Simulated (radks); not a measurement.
Values are calculated unless marked as measured or tabulated.
Q: Ionisation of the silicon ion Si2+, [Ne] 3s2, to Si3+, [Ne] 3s1, under several functionals. Scalar-relativistic Kohn-Sham, spin-polarised, spherical densities, finite nucleus; open shells are filled with parallel spins first; a radial shooting solver on a logarithmic mesh with Libxc functionals. The NIST Atomic Spectra Database gives 33.493 eV (measured). Rank these functionals by the error of their Delta-SCF ionisation energy: LDA (Slater exchange, Perdew-Wang correlation); RPBE; BLYP; exchange-only r2SCAN; MS2 meta-GGA; AM05.

A: From best to worst: BLYP 33.539 eV (+0.046); RPBE 33.410 eV (-0.083); LDA (Slater exchange, Perdew-Wang correlation) 33.594 eV (+0.101); MS2 meta-GGA 33.244 eV (-0.249); AM05 33.204 eV (-0.289); exchange-only r2SCAN 31.866 eV (-1.627).
